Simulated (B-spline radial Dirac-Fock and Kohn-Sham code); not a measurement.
Auger decay of the 3d3/2 hole in Ba³⁺

System: Ba³⁺, 1s2 2s2 2p6 3s2 3p6 3d10 4s2 4p6 4d10 5s2 5p5.

Input file task.json (cfg lists n, l and occupation; rrms is the nuclear radius in fm):

```json
{"items": [{
  "Z": 56,
  "q": 3,
  "cfg": [[1, 0, 2], [2, 0, 2], [2, 1, 6], [3, 0, 2], [3, 1, 6], [3, 2, 10], [4, 0, 2], [4, 1, 6], [4, 2, 10], [5, 0, 2], [5, 1, 5]],
  "A": 138,
  "rrms": 4.8378,
  "do": ["binding", "quiet", "decay"],
  "holes": ["K", "L1", "L2", "L3", "M1", "M2", "M3", "M4", "M5", "N1", "N2", "N3", "N4", "N5"]
}]}
```

Launch: `python xray_run.py task.json out`

Level of theory: one-electron (LDA, Dirac) transition rates at Dirac-Fock energies; a radial finite-basis atomic code. Kinetic energies are configuration averages from the vacuum level; the two-hole energies are estimated from single-hole states.

| transition | kinetic energy (eV) | width (meV) | share (%) |
| --- | --- | --- | --- |
| M4-N1N2 | 271.0 | 3.52 | 0.5 |
| M4-N1N3 | – | 2.76 | 0.4 |
| M4-N2N3 | – | 11.3 | 1.6 |
| M4-N3N3 | – | 4.36 | 0.6 |
| M4-N1N4 | 383.0 | 75.2 | 10.7 |
| M4-N1N5 | 385.8 | 10.6 | 1.5 |
| M4-N2N4 | 443.8 | 61.2 | 8.7 |
| M4-N2N5 | 443.8 | 5.26 | 0.7 |
| M4-N3N4 | – | 136 | 19.2 |
| M4-N3N5 | – | 4.92 | 0.7 |
| M4-N4N4 | 555.3 | 111 | 15.7 |
| M4-N4N5 | 557.6 | 228 | 32.4 |
| M4-N5N5 | 560.5 | 3.79 | 0.5 |
| M4-N4O1 | 623.7 | 12.6 | 1.8 |
| M4-N4O2 | 642.0 | 8.44 | 1.2 |
| M4-N4O3 | 644.5 | 18.2 | 2.6 |

A dash stands for an energy that rests on an unreliable hole state.

The listed channels hold 99 % of the non-radiative rate. Summed by principal shells, of 0.705 eV in all: MNN 93.4 %, MNO 6.5 %.

Values without a named source are computed, but for edge energies of neutral atoms, which are taken from tables.
